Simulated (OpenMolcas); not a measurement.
**Ti2+: ligand-field states by method**

Ti2+ with its 6 nearest fluoride ions at 2.115 Å, on the Li site of LiF (a = 4.028 Å, distance in the model lattice 2.014 Å). The rest of the host is ab initio model potentials to 7.6 Å and point charges beyond; the distance is set by hand and nothing relaxes, and no local charge compensation is placed. Ligand basis ANO-RCC-VDZP.

```json
{"Program": "OpenMolcas", "Basis": "ANO-RCC-VDZP [5s4p2d1f]", "Scalar Hamiltonian": "DKH2, point nucleus", "Active space": "2 electrons in 5 orbitals (3d)", "State averaging": "2S+1 = 3 even, 10 roots; 2S+1 = 1 even, 15 roots", "Spin-orbit coupling": "state interaction with AMFI integrals over the reference wave functions"}
```

I. CASSCF
II. SS-CASPT2, IPEA 0.25 Eh, imaginary shift 0.1 Eh (closed shells correlated: 3s 3p and the ligand valence shells)

Spin-free states (labels of O, the rotations of Oh) in cm-1, each column counted from its own energy of the first state listed:

```
State  Degeneracy      I     II
  3T1           3      0      0
  1T2           3  11749   9410
   1E           2  11889   9760
  3T2           3  13850  15410
  1A1           1  24483  20180
  3T1           3  25365  24310
  1T2           3  27690  26580
  3A2           1  29655  32330
  1T1           3  30490  28920
   1E           2  44076  43970
  1A1           1  61920  57240
```

From I to II, I's first state of the same spin (3T2) moves from 13850 to 15410 cm-1, by about +1600 cm-1.

From I to II, I's first state of another spin (1T2) moves from 11749 to 9410 cm-1, by about -2300 cm-1.

I: A least-squares ligand-field fit to the states below 45000 cm-1, each weighted by its degeneracy and with a free common offset, gives 10Dq = 15918 cm-1, B = 846 cm-1 and C = 3186 cm-1 (C/B = 3.77), with an rms deviation of 266 cm-1. The same method and metal basis give the free ion B = 884 cm-1 (fit to its terms below 60000 cm-1, rms deviation 77 cm-1), so the nephelauxetic ratio is β = 846 / 884 = 0.96; it hangs on how both fits weigh the states, and computed free-ion B values tend to be too large, so β mixes covalency with correlation.

II: A least-squares ligand-field fit to the states below 45000 cm-1, each weighted by its degeneracy and with a free common offset, gives 10Dq = 17164 cm-1, B = 670 cm-1 and C = 2631 cm-1 (C/B = 3.93), with an rms deviation of 232 cm-1. The same method and metal basis give the free ion B = 805 cm-1 (fit to its terms below 60000 cm-1, rms deviation 737 cm-1), so the nephelauxetic ratio is β = 670 / 805 = 0.83; it hangs on how both fits weigh the states, and computed free-ion B values tend to be too large, so β mixes covalency with correlation.

From I to II, 10Dq changes by +8 %, B by -21 % and C by -17 %.

χT at 300 K: I 1.09, II 1.08 cm3 K/mol.

Roots that are degenerate in the reference are averaged as groups; the widest CASPT2 spread within a group is 730 cm-1 (the 3-fold group of multiplicity 1 near 28900 cm-1 above the lowest state of its run, II). Shifts and gaps below about the spread of the groups concerned are not significant. An orbital triplet at a regular site is open to Jahn-Teller coupling, which can distort the site and quench the lowest spin-orbit gaps and is left out. Ligand-to-metal charge-transfer states are missing. With no ligand orbital active B as a rule stays too high, so bands that hang on it stand too high and its fall with covalency is understated. Without dynamic correlation the repulsion within the d shell is too large (B by tens of per cent), so at a given field states of lower spin stand too high (holds for I). With metal d orbitals alone and no dynamic correlation 10Dq can be off by a tenth to a fifth, either way, in oxide and fluoride hosts (holds for I). With one d shell and no ligand orbital active, 10Dq can be off by tens of per cent for divalent 3d ions, low with halides held by bare charges and at times high in hosts (holds for II). Free-ion shares, where given, are those of the reference states; single-state CASPT2 does not remix them (holds for II). No measured value stands beside these numbers; the geometry was set by hand and not optimised.
